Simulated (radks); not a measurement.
The numbers below are computed, except where a source is named.
Effect of the nuclear size on neutral cobalt, [Ar] 3d7 4s2. Level of theory: Dirac Kohn-Sham, relativistic LDA (MacDonald-Vosko exchange, VWN5 correlation), spin-unpolarised, spherical densities, finite nucleus; open shells fill j = l - 1/2 first; Fermi nuclear charge, rms radius 3.7875 fm (a radial shooting solver on a logarithmic mesh with Libxc functionals). The rms radius is varied about that value; shifts are against it.

rms radius (fm),total energy shift (eV),density at nucleus (e/bohr^3),1s1/2 shift (meV),2s1/2 shift (meV),3s1/2 shift (meV)
3.3519,-0.0290,1.716e+04,-12.3,-1.12,-0.159
3.5337,-0.0173,1.712e+04,-7.31,-0.668,-0.095
3.7875,0,1.707e+04,0.000,0.000,0.000
3.9655,0.0128,1.703e+04,5.42,0.495,0.070
4.3064,0.0389,1.697e+04,16.5,1.50,0.214

Slopes of the eigenvalues against <r^2> in GHz/fm^2, as finite differences over the two radii next to the reference (eigenvalue slopes, not the field-shift constants of lines): 1s1/2 951, 2s1/2 86.9, 3s1/2 12.3.
